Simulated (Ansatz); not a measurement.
HfCl4. Charge 0, multiplicity 1. Geometry PBE-D4/def2-SVP; atoms count from 1.

Cartesian coordinates in Å:
```
Hf 0.000 0.000 0.000
Cl -0.070 0.112 -2.333
Cl -1.297 -1.801 0.732
Cl -0.844 1.985 0.901
Cl 2.210 -0.296 0.700
```

In the def2 sets Hf takes a core potential; there is no spin–orbit coupling.

(1) Estimate the Mulliken populations from the PBE0/def2-TZVP orbitals of Ansatz.

(2) And the Mayer bond orders between heavy atoms (over 0.3)?

Results:

(1) 
| atom | charge (e) | d electrons |
| --- | --- | --- |
| Hf1 | 1.22 | 1.86 |
| Cl2 | -0.31 | – |
| Cl3 | -0.31 | – |
| Cl4 | -0.31 | – |
| Cl5 | -0.31 | – |
Mulliken values depend strongly on the basis.

(2) Hf1–Cl2 1.16 (2.34 Å); Hf1–Cl3 1.16 (2.34 Å); Hf1–Cl4 1.16 (2.34 Å); Hf1–Cl5 1.16 (2.34 Å).
